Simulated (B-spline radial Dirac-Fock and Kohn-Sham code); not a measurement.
## Zn⁶⁺: photoemission with Cr Kα (5414.7 eV) photons

System: the Zn⁶⁺ ion in the configuration [Ar] 3d6.

Level of theory: the independent-particle Dirac-Slater model, thresholds from Dirac-Fock; a radial finite-basis atomic code. The asymmetry parameter β is from the dipole term alone. Kinetic energies are from the vacuum level. Open shells are spread statistically over j, without multiplet splitting.

```
subshell  electrons  binding (eV)  kinetic (eV)  σ (kb)     β
      2s          2        1346.4        4068.3    6.83  2.00
   2p1/2          2        1191.8        4222.9    3.23  1.18
   2p3/2          4        1168.4        4246.3    6.00  1.19
      3s          2         274.5        5140.2    1.09  2.00
   3p1/2          2         222.5        5192.2   0.444  1.11
   3p3/2          4         219.1        5195.6   0.826  1.12
   3d3/2        2.4         138.5        5276.2  0.0283  0.53
   3d5/2        3.6         138.1        5276.6  0.0408  0.53
```

Branching ratios of the spin-orbit partners (statistical value in brackets): 2p 1.86 (2.00), 3p 1.86 (2.00), 3d 1.44 (1.50).

Values without a named source are computed, but for edge energies of neutral atoms, which are taken from tables.
